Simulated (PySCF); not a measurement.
C2HF4, multiplicity 2. Atoms are numbered in the order given.

```xyz
7

F      1.7860    -0.8823    -0.1271
C      1.0999     0.2330    -0.3193
C     -0.3528     0.1712     0.0120
F     -0.5732     0.0324     1.3361
F     -0.9547    -0.8598    -0.5947
F     -0.9406     1.3102    -0.3800
H      1.6598     1.1702    -0.2640
```
Charge 0, spin multiplicity 2.

Coordinates come from a B3LYP-D3(BJ)/def2-SVP optimisation. The isomer is the one that the SMILES or the coordinates give; other isomers of the formula were not compared.

Computed with TDA-LC-ωPBE/def2-SVPD run with PySCF.

Vertical excitations. The molecule is in vacuum.

Computed excitation energies, oscillator strengths and character:
```
state    energy (eV)  λ (nm)      f                                                                                                           main pairs
-------  -----------  ------  -----  -------------------------------------------------------------------------------------------------------------------
root 1          6.25     198  0.000                                                                                                     β HOMO→LUMO 92 %
root 2          6.87     180  0.010                                           α HOMO→LUMO 43 %, α HOMO→LUMO+1 26 %, α HOMO→LUMO+9 9 %, α HOMO→LUMO+5 8 %
root 3          7.90     157  0.006                                                                                 α HOMO→LUMO+2 43 %, α HOMO→LUMO 33 %
root 4          8.64     143  0.005                       α HOMO→LUMO+4 17 %, α HOMO→LUMO 12 %, α HOMO→LUMO+1 9 %, α HOMO→LUMO+6 7 %, β HOMO−4→LUMO 31 %
root 5          8.95     139  0.037                     α HOMO→LUMO+4 12 %, α HOMO→LUMO+2 8 %, β HOMO−4→LUMO 32 %, β HOMO−2→LUMO 12 %, β HOMO−7→LUMO 6 %
root 6          9.03     137  0.002                                                                                                   β HOMO−1→LUMO 93 %
root 7          9.15     135  0.030                                       β HOMO−2→LUMO 23 %, β HOMO−5→LUMO 20 %, β HOMO−4→LUMO 20 %, β HOMO−7→LUMO 18 %
root 8          9.42     132  0.003                                                                                                   β HOMO−3→LUMO 79 %
root 9          9.61     129  0.013                                        α HOMO→LUMO+3 13 %, β HOMO−2→LUMO 47 %, β HOMO−5→LUMO 10 %, β HOMO−7→LUMO 9 %
root 10         9.78     127  0.014  α HOMO→LUMO+1 25 %, α HOMO→LUMO+4 15 %, α HOMO→LUMO+7 14 %, α HOMO→LUMO+9 8 %, β HOMO−5→LUMO 7 %, β HOMO−7→LUMO 5 %
```
Unrestricted roots are not spin-pure.
